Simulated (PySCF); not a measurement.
O4Pt, SMILES [O]=[Pt+2](=[O])(=[O])=[O], charge +2, multiplicity 1.

Coordinates come from a PBE-D3(BJ)/def2-SVP optimisation. The spin state was assumed, not searched. The def2 effective core potentials stand for the cores of Pt; spin–orbit coupling is left out.

Level of theory: PBE-D3(BJ)/def2-SVP (PySCF 2.14.0).

Frequencies are harmonic and unscaled.

Modes within 1.5 cm⁻¹ of each other (mostly degenerate sets) share a row, with their intensities summed.

```
mode  ν (cm⁻¹)  IR (km/mol)  moving atoms (share of kinetic energy)
----  --------  -----------  --------------------------------------
1–2        287          0.0                                 O 100 %
3–5        295          0.9                         O 85 %, Pt 15 %
6          823          0.0                                 O 100 %
7–9        849          1.9                         O 90 %, Pt 10 %
```
